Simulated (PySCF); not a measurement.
**How methods differ on the ionisation energy of Si¹²⁺**

Si¹²⁺ 1s2 (1S) → Si¹³⁺ 1s1 (2S), as a difference of total energies. Calculation: PySCF 2.14, in an even-tempered Gaussian basis (15 s from 7.3 bohr⁻², ratio 2.2; 7 p from 11 bohr⁻², ratio 2.4; 4 d from 34 bohr⁻², ratio 2.4; 3 f from 51 bohr⁻², ratio 2.4; 3 g from 76 bohr⁻², ratio 2.4); the non-relativistic Hamiltonian (point nucleus). Correlated levels: nothing frozen; virtual orbitals above 40 to 60 times the deepest correlated orbital energy dropped. The calculations carry no spin-orbit coupling.

```json
{"method": "UHF", "ionisation energy (eV)": "2431.6", "difference from reference (eV)": "-6.1"}
{"method": "MP2 (all electrons)", "ionisation energy (eV)": "2432.8", "difference from reference (eV)": "-4.9"}
{"method": "SCS-MP2 (all electrons)", "ionisation energy (eV)": "2433.1", "difference from reference (eV)": "-4.6"}
{"method": "CCSD (all electrons)", "ionisation energy (eV)": "2432.9", "difference from reference (eV)": "-4.8"}
```

Reference: 2437.7 eV (theoretical estimate listed by NIST; NIST Atomic Spectra Database, ionization energies).

These non-relativistic numbers lack the scalar-relativistic shift.

With two correlated electrons CCSD is exact in that space.
